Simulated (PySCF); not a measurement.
How methods differ on the electron affinity of Mo

Mo⁻ [Kr] 4d5 5s2 [4d3/2^4 4d5/2^1, M_J = 5/2] → Mo [Kr] 4d5 5s1 [4d3/2^4 4d5/2^1 5s1/2^1, M_J = 3], as a difference of total energies. All numbers are calculated (PySCF 2.14, the two-component X2C-1e Hamiltonian, in x2c-SVPall-2c with one added diffuse shell each of s, p, d type (7s9p7d1f, 76 functions)). Correlated levels: [Ar] 3d10 frozen; the 6 highest virtual spinors dropped. "Screened" scales the spin-orbit matrix elements by Boettger's factors to mimic the two-electron term; Breit and QED terms are absent.

| method | electron affinity (eV) | error (eV) |
| --- | --- | --- |
| GHF (screened spin-orbit) | -0.270 | -1.017 |
| GMP2 (screened spin-orbit) | 0.101 | -0.646 |

Reference: 0.747 eV (measured; photodetachment measurements, as compiled on the Wikipedia data page of electron affinities).

Errors of the correlated levels include the incompleteness of this basis and the frozen core.

The labels give the starting determinants; with spin-orbit coupling the two ends relaxed to ⟨J²⟩ = 9.31, ⟨L²⟩ = 0.01, ⟨S²⟩ = 9.31 and ⟨J²⟩ = 12.00, ⟨L²⟩ = 0.01, ⟨S²⟩ = 12.00.

A negative affinity means that the anion lies above the atom at that level of theory.

The determinant of Mo⁻ mixes levels of different J (the jj label is only the starting occupation), so the difference between spin-free and spin-orbit rows is not the physical spin-orbit shift.
